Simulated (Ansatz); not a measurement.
Isolated molecules relaxed with PBE0-D4/def2-TZVP in Ansatz; ΔE leaves out vibrations. CCSD(T)/CBS adds triple-zeta CCSD(T) − MP2 to the extrapolated MP2 energy (def2 sets, frozen cores). This one scheme is used for every species. Functionals use def2-TZVPP. B3LYP here is the variant with VWN-RPA as its local correlation; programs differ in this. HSE06 is defined as in plane-wave codes. No spin–orbit coupling; open shells (•) take unrestricted orbitals. def2 core potentials past Kr. For In outer-core shells are correlated without core-valence functions, which leaves a few kJ/mol of doubt a bond. One conformer a species, not always the lowest.

Consider the hydrogen abstraction from the In–H bond: `[CH3][InH][SH]` + `[SiH3]`• → `[CH3][In][SH]`• + SiH₄.

`[CH3][InH][SH]`:

Cartesian coordinates in Å:
```
C -0.767 -0.747 -0.698
In 0.892 -0.177 0.533
S 0.993 2.127 1.195
H -1.483 -1.317 -0.101
H -1.266 0.135 -1.098
H -0.431 -1.378 -1.522
H 2.190 -1.114 1.150
H -0.128 2.472 0.542
```

`[SiH3]`•:

Z-matrix (Å, degrees):
```
Si
H 1 1.486
H 1 1.486 2 111.3
H 1 1.486 2 111.3 3 124.6
```

`[CH3][In][SH]`•:

Cartesian coordinates in Å:
```
C -0.658 0.241 -0.946
In 0.639 1.200 0.550
S 1.599 -0.291 2.226
H -1.480 -0.235 -0.408
H -0.061 -0.515 -1.459
H -1.040 0.971 -1.656
H 1.000 -1.371 1.694
```

SiH₄:

Z-matrix (Å, degrees):
```
Si
H 1 1.485
H 1 1.485 2 109.5
H 1 1.485 2 109.5 3 -120.0
H 1 1.485 2 109.5 3 120.0
```

```
             level  ΔE (kcal/mol)  difference from CCSD(T)/CBS
       LDA (SPW92)          -21.5                          0.6
            PBE-D4          -22.6                         -0.5
           BLYP-D4          -25.7                         -3.6
         r2SCAN-D4          -21.7                          0.4
           PBE0-D4          -21.7                          0.4
          B3LYP-D4          -24.7                         -2.6
        r2SCANh-D4          -21.6                          0.5
        r2SCAN0-D4          -21.3                          0.8
          HSE06-D4          -21.8                          0.3
          BHLYP-D4          -23.9                         -1.8
      CAM-B3LYP-D4          -22.5                         -0.4
           ωB97X-V          -21.4                          0.7
           ωB97M-V          -22.7                         -0.6
            B2PLYP          -23.7                         -1.6
               PBE          -22.6                         -0.5
            revPBE          -22.9                         -0.8
              BLYP          -25.5                         -3.4
            r2SCAN          -21.7                          0.4
              PBE0          -21.6                          0.5
           r2SCANh          -21.6                          0.5
           r2SCAN0          -21.4                          0.7
             HSE06          -21.8                          0.3
             BHLYP          -23.7                         -1.6
         CAM-B3LYP          -22.5                         -0.4
           LC-ωPBE          -18.5                          3.6
RPA@PBE/def2-TZVPP          -22.0                          0.1
       HF/def2-SVP          -21.7                          0.4
      MP2/def2-SVP          -21.3                          0.8
     CCSD/def2-SVP          -21.7                          0.4
  CCSD(T)/def2-SVP          -21.9                          0.2
     HF/def2-TZVPP          -21.7                          0.4
    MP2/def2-TZVPP          -21.4                          0.7
SCS-MP2/def2-TZVPP          -22.4                         -0.3
   CCSD/def2-TZVPP          -21.6                          0.5
CCSD(T)/def2-TZVPP          -21.6                          0.5
     HF/def2-QZVPP          -21.8                          0.3
    MP2/def2-QZVPP          -21.7                          0.4
SCS-MP2/def2-QZVPP          -22.6                         -0.5
     MP2/CBS(def2)          -21.9                          0.2
    CCSD/CBS(def2)          -22.1                          0.0
       CCSD(T)/CBS          -22.1                            0
```

Largest T1 diagnostic among the species: 0.016.

Leaving LDA and LC-ωPBE aside and taking each functional with its dispersion term where it has one, the values, not all of them listed here, spread over 5.3 kcal/mol, from BLYP-D4 to B97M-V. LDA lies +1.1 kcal/mol from PBE without D4. From BLYP to BHLYP (50 % exact exchange), in def2-TZVPP and without D4, ΔE moves by +1.8 kcal/mol.
